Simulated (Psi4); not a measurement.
hydrogen bromide (HBr), singlet, at a GFN2-xTB geometry. Base run: HF/6-31G* (Psi4 1.11).

Psi4 was given this input:
```
memory 2 GB

molecule mol {
0 1
Br   -0.000000   -0.000000   -0.038935
H     0.000000    0.000000    1.362726
}

set {
  basis 6-31g*
  reference rhf
}

energy('scf')
print_variables()
```

Each row names what was changed in the base input (with any setting that the change needs).

```tsv
change	basis functions	E (Eh)	dipole (D)
base	37	-2572.01095	1.16
basis = cc-pVTZ-DK; relativity = none (with scf_type pk)	57	-2551.43398	1.05
basis = cc-pVTZ-DK; relativity = spin-free X2C (with scf_type pk)	57	-2605.03524	0.96
basis = cc-pVDZ-DK; relativity = spin-free X2C (with scf_type pk)	32	-2604.91705	1.06
basis = cc-pVDZ-DK; relativity = none (with scf_type pk)	32	-2553.21938	1.17
```

Total energies compare only within one method and basis.

Basis sets contracted for a relativistic Hamiltonian are a mismatch without it, so the rows without relativity aren't non-relativistic limits. No row has spin-orbit coupling; sets with core potentials leave out the core electrons.
